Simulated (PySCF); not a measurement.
C2H9ClOSi2, SMILES Cl[SiH2][SiH2]OCC. Heavy atoms are numbered as in [CH3:1][CH2:2][O:3][SiH2:4][SiH2:5][Cl:6]. Hydrogens are named by the atom that carries them.

Geometry optimised at B3LYP-D3(BJ)/def2-SVP. This is a generated structure with no PubChem entry under its InChIKey; it may be hypothetical. Other conformers were not sampled.

These are PBE/def2-TZVP (PySCF) values and carry that method's errors.

ESP charges are fitted to the potential on shells at 1.4 to 2.0 van der Waals radii. Atomic charges (e), one atom of each kind:

```tsv
atom	IAO	Löwdin	Mulliken	ESP fit
C1 (CH3)	-0.43	-0.32	-0.32	-0.48
C2 (CH2)	-0.05	-0.37	-0.07	0.23
O3	-0.62	0.08	-0.30	-0.24
Si4 (SiH2)	0.68	0.04	0.23	0.18
Si5 (SiH2)	0.48	-0.12	0.23	-0.01
Cl6	-0.31	0.18	-0.24	-0.11
H on C1	0.15	0.12	0.12	0.13
H on C2	0.13	0.12	0.10	0.02
H on Si4	-0.13	-0.03	-0.03	-0.04
H on Si5	-0.09	-0.03	-0.01	0.03
```

Computed Mayer and Wiberg (Löwdin basis) orders of the bonds:
| bond | Mayer | Wiberg |
|---|---|---|
| C1–C2 | 1.02 | 1.34 |
| C2–O3 | 0.98 | 1.47 |
| O3–Si4 | 1.18 | 1.57 |
| Si4–Si5 | 0.94 | 1.12 |
| Si5–Cl6 | 1.13 | 1.80 |
